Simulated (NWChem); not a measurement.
System: CH₆OSiTe; SMILES [SiH3][Te]OC

Program: NWChem. Not confirmed as a minimum by frequencies. def2 effective core potentials on Te; no spin-orbit coupling. Each level has its own optimisation. One conformer.

```json
[
 {"level": "B3LYP/3-21G (all-electron, non-relativistic)", "r O–Te (Å)": "2.057", "r Si–Te (Å)": "2.605", "r C–O (Å)": "1.470", "dipole (D)": "1.57"},
 {"level": "Hartree-Fock/STO-3G (all-electron, non-relativistic)", "r O–Te (Å)": "2.027", "r Si–Te (Å)": "2.492", "r C–O (Å)": "1.437", "dipole (D)": "1.92"},
 {"level": "PBE0/def2-SVP (core potentials)", "r O–Te (Å)": "2.019", "r Si–Te (Å)": "2.506", "r C–O (Å)": "1.402", "dipole (D)": "1.40"}
]
```
